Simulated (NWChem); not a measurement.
System: SiH3O2F; SMILES O[SiH](O)F

Here is an NWChem input.

```
start job
memory heap 200 mb stack 900 mb global 1100 mb
geometry units angstroms
  Si     0.029414    -0.029292     0.358784
  O      0.494821    -1.516967    -0.193448
  O     -1.515693     0.272681    -0.183070
  F      0.985558     1.167060    -0.221347
  H      0.192380    -0.047992     1.834854
  H      0.247882    -1.712855    -1.114647
  H     -1.765947     1.210427    -0.248447
end
basis spherical
  * library 6-31g*
end
dft
  xc b3lyp
  iterations 150
end
driver
  maxiter 120
end
task dft optimize
task dft freq
```

Output (shortened):

```
             Northwest Computational Chemistry Package (NWChem) 7.3.0
             --------------------------------------------------------

 C1  symmetry detected

                             Geometry "geometry" -> ""
                             -------------------------

 Output coordinates in angstroms (scale by  1.889725989 to convert to a.u.)

  No.       Tag          Charge          X              Y              Z
 ---- ---------------- ---------- -------------- -------------- --------------
    1 Si                  14.0000     0.03318170    -0.01494355     0.34745405
    2 O                    8.0000     0.64743152    -1.45130445    -0.19504505
    3 O                    8.0000    -1.52939149     0.13184988    -0.20839287
    4 F                    9.0000     0.87198642     1.26788586    -0.22941404
    5 H                    1.0000     0.18442348    -0.01295137     1.82488839
    6 H                    1.0000     0.42893663    -1.67338877    -1.11748589
    7 H                    1.0000    -1.87010196     1.04021364    -0.27952953

 Effective nuclear repulsion energy (a.u.)     184.8871936127

                                Z-matrix (autoz)
                                --------

 Units are Angstrom for bonds and degrees for angles

      Type          Name      I     J     K     L     M      Value
      ----------- --------  ----- ----- ----- ----- ----- ----------
    1 Stretch                  1     2                       1.65371
    2 Stretch                  1     3                       1.66498
    3 Stretch                  1     4                       1.63769
    4 Stretch                  1     5                       1.48516
    5 Stretch                  2     6                       0.97363
    6 Stretch                  3     7                       0.97276
    7 Bend                     1     2     6               115.18659
    8 Bend                     1     3     7               115.81395
    9 Bend                     2     1     3               108.40022
   10 Bend                     2     1     4               111.99750
   11 Bend                     2     1     5               106.83906
   12 Bend                     3     1     4               107.09932
   13 Bend                     3     1     5               115.31310
   14 Bend                     4     1     5               107.28976
   15 Torsion                  2     1     3     7        -155.89866
   16 Torsion                  3     1     2     6          41.69851
   17 Torsion                  4     1     2     6         -76.24413
   18 Torsion                  4     1     3     7         -34.87853
   19 Torsion                  5     1     2     6         166.55141
   20 Torsion                  5     1     3     7          84.42768

                           NWChem Geometry Optimization
                           ----------------------------

 maximum gradient threshold         (gmax) =   0.000450
 rms gradient threshold             (grms) =   0.000300
 maximum cartesian step threshold   (xmax) =   0.001800
 rms cartesian step threshold       (xrms) =   0.001200
 fixed trust radius                (trust) =   0.300000
 source of zmatrix                         =   autoz

          -------------------
          Energy Minimization
          -------------------

 Using diagonal initial Hessian
 Scaling for Hessian diagonals: bonds = 1.00  angles = 0.25  torsions = 0.10

          --------
          Step   0

                                 NWChem DFT Module
                                 -----------------

 Summary of "ao basis" -> "ao basis" (spherical)
 ------------------------------------------------------------------------------
       Tag                 Description            Shells   Functions and Types
 ---------------- ------------------------------  ------  ---------------------
 Si                          6-31g*                  8       18   4s3p1d
 O                           6-31g*                  6       14   3s2p1d
 F                           6-31g*                  6       14   3s2p1d
 H                           6-31g*                  2        2   2s

            General Information
            -------------------
          SCF calculation type: DFT
          Wavefunction type:  closed shell.
          No. of atoms     :     7
          No. of electrons :    42
           Alpha electrons :    21
            Beta electrons :    21
          Charge           :     0
          Spin multiplicity:     1
          Use of symmetry is: off; symmetry adaption is: off
          Maximum number of iterations: 150
          AO basis - number of functions:    66
                     number of shells:    32
          Convergence on energy requested:  1.00D-06
          Convergence on density requested:  1.00D-05
          Convergence on gradient requested:  5.00D-04

              XC Information
              --------------
                         B3LYP Method XC Potential
                     Hartree-Fock (Exact) Exchange  0.200
                        Slater Exchange Functional  0.800 local
                    Becke 1988 Exchange Functional  0.720 non-local
              Lee-Yang-Parr Correlation Functional  0.810
                  VWN I RPA Correlation Functional  0.190 local

             Grid Information
             ----------------
          Grid used for XC integration:  medium
          Radial quadrature: Mura-Knowles
          Angular quadrature: Lebedev.
          Tag              B.-S. Rad. Rad. Pts. Rad. Cut. Ang. Pts.
          ---              ---------- --------- --------- ---------
          Si                  1.10       88           8.0       590
          O                   0.60       49          10.0       434
          F                   0.50       49           8.0       434
          H                   0.35       45          10.0       434
          Grid pruning is: on
          Number of quadrature shells:   370
          Spatial weights used:  Erf1

      Superposition of Atomic Density Guess
      -------------------------------------

 Sum of atomic energies:        -539.19304162

      Non-variational initial energy
      ------------------------------

 Total energy =    -540.103195
 1-e energy   =   -1115.040705
 2-e energy   =     390.050317
 HOMO         =      -0.447828
 LUMO         =       0.059743

   convergence    iter        energy       DeltaE   RMS-Dens  Diis-err
 ---------------- ----- ----------------- --------- --------- ---------
 d= 0,ls=0.0,diis     1   -541.6194077619 -7.27D+02  1.94D-02  9.82D-01
 d= 0,ls=0.0,diis     2   -541.5670805199  5.23D-02  1.00D-02  1.74D+00
 d= 0,ls=0.0,diis     3   -541.7218279442 -1.55D-01  1.04D-03  1.84D-02
 d= 0,ls=0.0,diis     4   -541.7233767725 -1.55D-03  2.89D-04  7.20D-04
 d= 0,ls=0.0,diis     5   -541.7234232639 -4.65D-05  1.21D-04  2.88D-04
  Resetting Diis
 d= 0,ls=0.0,diis     6   -541.7234476421 -2.44D-05  2.06D-05  3.76D-06
 d= 0,ls=0.0,diis     7   -541.7234480127 -3.71D-07  6.57D-06  1.06D-07

         Total DFT energy =     -541.723448012667
      One electron energy =    -1118.184663243191
           Coulomb energy =      441.435217178398
    Exchange-Corr. energy =      -49.861195560573
 Nuclear repulsion energy =      184.887193612699

 Numeric. integr. density =       41.999994389080

                       DFT Final Molecular Orbital Analysis
                       ------------------------------------

 Vector   19  Occ=2.000000D+00  E=-3.599606D-01
              MO Center= -5.7D-01,  4.8D-02,  1.2D-01, r^2= 2.8D+00
   Bfn.  Coefficient  Atom+Function         Bfn.  Coefficient  Atom+Function
  ----- ------------  ---------------      ----- ------------  ---------------
    35      0.394470  3 O  px                39      0.268018  3 O  px
    36      0.228668  3 O  py                21      0.207927  2 O  px
    49      0.204635  4 F  px                62     -0.197190  5 H  s
    51      0.192907  4 F  pz                 9     -0.164457  1 Si pz
    40      0.162023  3 O  py                61     -0.148248  5 H  s

 Vector   20  Occ=2.000000D+00  E=-3.369731D-01
              MO Center=  4.6D-01, -1.1D+00, -1.6D-01, r^2= 1.6D+00
   Bfn.  Coefficient  Atom+Function         Bfn.  Coefficient  Atom+Function
  ----- ------------  ---------------      ----- ------------  ---------------
    21      0.452582  2 O  px                25      0.344616  2 O  px
    22      0.303851  2 O  py                26      0.228226  2 O  py
    23     -0.202002  2 O  pz                27     -0.149777  2 O  pz
    50      0.149832  4 F  py                36     -0.116477  3 O  py
    49     -0.104183  4 F  px                54      0.103295  4 F  py

 Vector   21  Occ=2.000000D+00  E=-3.313625D-01
              MO Center= -9.7D-01,  8.4D-03,  9.9D-02, r^2= 2.1D+00
   Bfn.  Coefficient  Atom+Function         Bfn.  Coefficient  Atom+Function
  ----- ------------  ---------------      ----- ------------  ---------------
    37      0.527988  3 O  pz                41      0.400174  3 O  pz
    62     -0.249692  5 H  s                 61     -0.152373  5 H  s
    21     -0.146799  2 O  px                35     -0.143654  3 O  px
    22      0.115808  2 O  py                39     -0.112611  3 O  px
     9     -0.099998  1 Si pz                25     -0.099247  2 O  px

[...]

      ----------------------
      Optimization converged
      ----------------------

  Step       Energy      Delta E   Gmax     Grms     Xrms     Xmax
  ---- ---------------- -------- -------- -------- -------- --------
@    4    -541.72426578 -2.0D-06  0.00026  0.00007  0.00069  0.00150
                                     ok       ok       ok       ok

                                Z-matrix (autoz)
                                --------

 Units are Angstrom for bonds and degrees for angles

      Type          Name      I     J     K     L     M      Value     Gradient
      ----------- --------  ----- ----- ----- ----- ----- ---------- ----------
    1 Stretch                  1     2                       1.63939   -0.00001
    2 Stretch                  1     3                       1.65055    0.00007
    3 Stretch                  1     4                       1.61203    0.00010
    4 Stretch                  1     5                       1.46994   -0.00026
    5 Stretch                  2     6                       0.96799   -0.00001
    6 Stretch                  3     7                       0.96723   -0.00001
    7 Bend                     1     2     6               116.37596    0.00001
    8 Bend                     1     3     7               116.87557    0.00000
    9 Bend                     2     1     3               108.35994   -0.00002
   10 Bend                     2     1     4               112.16990    0.00004
   11 Bend                     2     1     5               106.80077   -0.00000
   12 Bend                     3     1     4               107.17652    0.00001
   13 Bend                     3     1     5               114.78531   -0.00002
   14 Bend                     4     1     5               107.65533   -0.00000
   15 Torsion                  2     1     3     7        -155.68013   -0.00008
   16 Torsion                  3     1     2     6          41.50059    0.00009
   17 Torsion                  4     1     2     6         -76.61359    0.00006
   18 Torsion                  4     1     3     7         -34.43244   -0.00004
   19 Torsion                  5     1     2     6         165.66734    0.00005
   20 Torsion                  5     1     3     7          85.06514   -0.00005

                         Geometry "geometry" -> "geometry"
                         ---------------------------------

 Output coordinates in angstroms (scale by  1.889725989 to convert to a.u.)

  No.       Tag          Charge          X              Y              Z
 ---- ---------------- ---------- -------------- -------------- --------------
    1 Si                  14.0000     0.03727542    -0.01027836     0.34377940
    2 O                    8.0000     0.64157107    -1.43530597    -0.19633177
    3 O                    8.0000    -1.51405710     0.13625186    -0.20047166
    4 F                    9.0000     0.86185571     1.25384016    -0.22252140
    5 H                    1.0000     0.17909858    -0.01587643     1.80685052
    6 H                    1.0000     0.42759124    -1.67465536    -1.10952753
    7 H                    1.0000    -1.86686861     1.03338534    -0.27930249

 Effective nuclear repulsion energy (a.u.)     186.8014479977

                Final and change from initial internal coordinates
                --------------------------------------------------

                                Z-matrix (autoz)
                                --------

 Units are Angstrom for bonds and degrees for angles

[...]

 Rotational Constants
 --------------------
 A=   0.236854 cm-1  (  0.340773 K)
 B=   0.218676 cm-1  (  0.314620 K)
 C=   0.131660 cm-1  (  0.189425 K)

 Temperature                      =   298.15K
 frequency scaling parameter      =   1.0000

 Zero-Point correction to Energy  =   25.240 kcal/mol  (  0.040223 au)
 Thermal correction to Energy     =   28.646 kcal/mol  (  0.045651 au)
 Thermal correction to Enthalpy   =   29.239 kcal/mol  (  0.046595 au)

 Total Entropy                    =   72.847 cal/mol-K
   - Translational                =   39.109 cal/mol-K (mol. weight =  81.9886)
   - Rotational                   =   24.962 cal/mol-K (symmetry #  =        1)
   - Vibrational                  =    8.776 cal/mol-K

 Cv (constant volume heat capacity) =   17.976 cal/mol-K
   - Translational                  =    2.979 cal/mol-K
   - Rotational                     =    2.979 cal/mol-K
   - Vibrational                    =   12.018 cal/mol-K

[normal modes left out]

 ----------------------------------------------------------------------------
 Normal Eigenvalue ||           Projected Infra Red Intensities
  Mode   [cm**-1]  || [atomic units] [(debye/angs)**2] [(KM/mol)] [arbitrary]
 ------ ---------- || -------------- ----------------- ---------- -----------
    1       -0.000 ||    0.000221           0.005         0.215       0.028
    2       -0.000 ||    0.000226           0.005         0.221       0.029
    3        0.000 ||    0.000801           0.018         0.781       0.101
    4        0.000 ||    0.000133           0.003         0.129       0.017
    5        0.000 ||    0.000318           0.007         0.310       0.040
    6        0.000 ||    0.000907           0.021         0.884       0.115
    7      185.419 ||    0.115078           2.655       112.184      14.575
    8      218.167 ||    0.041450           0.956        40.407       5.250
    9      306.416 ||    0.033530           0.774        32.687       4.247
   10      364.116 ||    0.114425           2.640       111.548      14.493
   11      394.584 ||    0.075563           1.743        73.663       9.570
   12      791.768 ||    0.065482           1.511        63.835       8.294
   13      822.188 ||    0.117100           2.702       114.155      14.831
   14      833.349 ||    0.044490           1.026        43.371       5.635
   15      870.376 ||    0.085669           1.976        83.514      10.850
   16      924.325 ||    0.087182           2.011        84.989      11.042
   17      968.523 ||    0.305683           7.052       297.995      38.716
   18     1017.666 ||    0.285829           6.594       278.640      36.202
   19     2358.944 ||    0.129252           2.982       126.001      16.370
   20     3799.996 ||    0.078687           1.815        76.708       9.966
   21     3808.506 ||    0.076021           1.754        74.109       9.628
 ----------------------------------------------------------------------------
```

Level: B3LYP/6-31G* (spherical d).
